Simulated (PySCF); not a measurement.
## Mayer bond orders and bond lengths

CH10O3Si4.
Atom-mapped SMILES: `[SiH3:1][O:2][C@@H:3]1[SiH2:4][O:5][Si@H:6]1[O:7][SiH3:8]` (hydrogens: H9, H10, H11 on Si1; H12 on C3; H13, H14 on Si4; H15 on Si6; H16, H17, H18 on Si8)

Cartesian coordinates in Å at the GFN2-xTB level; atoms count from 1:
```xyz
18
CH10O3Si4 angstrom
Si    -2.8085    1.4834   -0.3766
O     -2.2293   -0.0190   -0.4605
C     -0.9255   -0.4577   -0.7643
Si    -0.5443   -2.2969   -0.3291
O      0.7153   -1.7338    0.6025
Si     0.4848   -0.0940    0.4919
O      1.7528    0.6483   -0.1550
Si     3.3399    0.6339   -0.5281
H     -2.1043    2.2901    0.6262
H     -2.7044    2.1848   -1.6623
H     -4.1824    1.1687   -0.0151
H     -0.6866   -0.1648   -1.7936
H     -1.5323   -2.9076    0.5425
H      0.0125   -3.1504   -1.3684
H      0.1980    0.4591    1.7984
H      3.4209    1.6509   -1.5740
H      3.7237   -0.6941   -0.9990
H      4.0610    1.0055    0.6881
```

Bond orders from the PBE0/pcSseg-1 density (PySCF). Geometry: GFN2-xTB, one conformer, isolated molecule.

Q: How far do the computed orders between heavy atoms stray from the drawn ones?

A: The largest departure is 0.179, at O2–C3 (drawn single, 0.821). Drawn single, order below 0.88: O2–C3 (0.821) and Si6–C3 (0.844).

Q: Set the Mayer orders of the bonds between heavy atoms beside their lengths.

A: 
```
  bond  drawn as  length (Å)  Mayer order
Si1–O2    single       1.612        0.980
 O2–C3    single       1.409        0.821
C3–Si4    single       1.928        0.885
Si4–O5    single       1.665        0.938
O5–Si6    single       1.660        0.946
Si6–O7    single       1.605        0.997
O7–Si8    single       1.630        0.886
Si6–C3    single       1.923        0.844
```

Bonds between the same two heavy elements. O–Si: lowest O7–Si8 (0.886, 1.630 Å), highest Si6–O7 (0.997, 1.605 Å); in 2 of the 10 pairs the longer bond (by over 0.003 Å) has the higher order (by 0.02 or more). C–Si: lowest Si6–C3 (0.844, 1.923 Å), highest C3–Si4 (0.885, 1.928 Å); in 1 of the 1 pairs the longer bond (by over 0.003 Å) has the higher order (by 0.02 or more).

Q: And the bonds to hydrogen?

A: H–Si: 0.91 to 0.94 (9 bonds); C–H: 0.93 (1 bond).

Q: Sum the orders of all bonds at each heavy atom with more than one neighbour and set the sums beside the valence in the SMILES.

A: Si1 3.737 (drawn 4), O2 1.801 (drawn 2), C3 3.475 (drawn 4), Si4 3.664 (drawn 4), O5 1.884 (drawn 2), Si6 3.697 (drawn 4), O7 1.883 (drawn 2), Si8 3.680 (drawn 4). Orders between atoms that aren't bonded are not in these sums.

For a closed shell the Mayer order of atoms A and B is Σ (PS)μν (PS)νμ over the basis functions μ on A and ν on B, with P the density and S the overlap matrix.

These values come from a run that also computed NMR shieldings. Time: 35 s wall; peak memory 0.95 GiB. Hardware: one thread of an Arm Neoverse V2, no GPU, shared host with 96 logical CPUs at a one-minute load of 119.
